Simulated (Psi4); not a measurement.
Torsional profile of SMILES C=C/C=C\N (C₄H₇N). Scanned: dihedral C3–C4–N5–H11; all other coordinates were relaxed at GFN2-xTB.

Geometry of the scan point at -100° (Å):
```
12

C     -2.2606    -0.1555    -0.2285
C     -0.9426    -0.0534    -0.3777
C     -0.0254     0.1073     0.7248
C      1.3046     0.2405     0.6316
N      2.0856     0.2296    -0.5323
H     -2.7216    -0.1024     0.7439
H     -2.9213    -0.2955    -1.0664
H     -0.5206    -0.1129    -1.3741
H     -0.4762     0.1718     1.7050
H      1.9030     0.2991     1.5333
H      2.5323    -0.6665    -0.6909
H      1.5116     0.4239    -1.3490
```

Method: DF-MP2 (frozen core)/cc-pVTZ // GFN2-xTB run with Psi4.

Scanned values (°): -160, -140, -120, -100, -80, -60, -40, -20, 0, 20, 40, 60, 80, 100, 120, 140, 160, 180.

Question: Locate the minima and the barriers on this grid.

Answer: Lower than their neighbours: -160° (0.4 kJ/mol), -20° (0.0 kJ/mol), 20° (0.0 kJ/mol), 160° (0.4 kJ/mol). Higher than their neighbours: -100° (16.2 kJ/mol), 0° (3.2 kJ/mol), 100° (16.2 kJ/mol), 180° (4.1 kJ/mol). The whole profile spans 16.2 kJ/mol.
